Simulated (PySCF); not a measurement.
Spectra and structures to be paired. Computed with PySCF 2.14.0, density-fitted response routines, TDDFT B3LYP/def2-SVPD, vertical, gas phase, core orbitals frozen in the response. Geometries: PBE0-D3(BJ)/def2-SVP; one conformer of each isolated species. Triplets are in the Tamm–Dancoff approximation. Relativistic effects are left out although some hold elements past zinc.

A. `FC(F)[C@]1(F)CO1`
B. `N[Si@@H]([SiH3])c1ccccc1`
C. `[GeH3][O]C1=CBC=CC=C1`

Lowest singlet levels (six at most, fewer where fewer were computed) with oscillator strengths:

1. 241 nm (f 0.002); 234 nm (f 0.135); 218 nm (f 0.109); 212 nm (f 0.007); 206 nm (f 0.012); 201 nm (f 0.083); T1 4.00 eV
2. 288 nm (f 0.013); 270 nm (f 0.038); 241 nm (f 0.000); 231 nm (f 0.000); 229 nm (f 0.264); 222 nm (f 0.674); T1 2.93 eV
3. 151 nm (f 0.019); 147 nm (f 0.010); 140 nm (f 0.004); 138 nm (f 0.103); 137 nm (f 0.018); 135 nm (f 0.007)

Question: Which spectrum belongs to which structure?

Answer: 1 = B, 2 = C, 3 = A.
- A: S1 at 8.21 eV, HOMO→LUMO (51%), HOMO→LUMO+1 (37%); Löwdin shares by element: HOMO oxygen 53%, carbon 20% or more, fluorine 7% or more (atoms not listed hold the other 20%); LUMO carbon 40% or more, hydrogen 20% or more (atoms not listed hold the other 40%); HOMO -8.92 and LUMO 0.39 eV.
- B: S1 at 5.15 eV, HOMO-1→LUMO (50%), HOMO→LUMO+1 (44%); Löwdin shares by element: HOMO carbon 28% or more, silicon 23% (atoms not listed hold the other 50%); LUMO carbon 57% or more (atoms not listed hold the other 43%); HOMO -6.85 and LUMO -0.95 eV.
- C: S1 at 4.31 eV, HOMO→LUMO (40%), HOMO-1→LUMO (37%), HOMO→LUMO+1 (16%); Löwdin shares by element: HOMO carbon 51% or more, boron 14% (atoms not listed hold the other 35%); LUMO carbon 66% or more (atoms not listed hold the other 34%); HOMO -6.83 and LUMO -2.03 eV; point group Cs, 2 of its 6 listed states under f = 0.0005.
